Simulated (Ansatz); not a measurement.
# Worked example: GaBr3 + C3H6 → GaHBr2 + C3H5Br

Species: GaBr3 `[Br][Ga]([Br])[Br]`, singlet; C3H6 (propene) `C=CC`, singlet; GaHBr2 `[Br][GaH][Br]`, singlet; C3H5Br (allyl bromide) `C=CCBr`, singlet. The partners trade Br for H: Ga–Br and C–H bonds give way to Ga–H and C–Br.

Shapes, held fixed at every level: PBE0-D4/def2-TZVP. Flexible molecules stand in one conformer, not always the lowest. Programs: Ansatz 0.2.0. The zero-point and thermal change to 298 K, harmonic and unscaled (PBE0-D4/def2-TZVP), is -8.8 kJ/mol.

At CCSD(T)/def2-TZVPP; 1 Eh = 2625.50 kJ/mol:

```
species   energy (Eh)
  GaBr3  -9641.762781
   C3H6   -117.684210
 GaHBr2  -7069.588978
 C3H5Br  -2689.792905
```

**Question.** Work out ΔH(298 K) of the reaction at this level.

**Answer.** 
1. Products less reactants: (-7069.588978) + (-2689.792905) − [(-9641.762781) + (-117.684210)] = 0.065108 Eh = +170.9 kJ/mol.
2. With the thermal change: +170.9 + (-8.8) = +162.1 kJ/mol.

Other levels give +160.7 (wB97X-V/def2-TZVPP) to +175.9 kJ/mol (CCSD/def2-SVP). No measured value is set beside it here. Relativity is left out for Br, Ga unless named. Correlated rows may include outer-core shells of Br, Ga, which these sets cover unevenly.
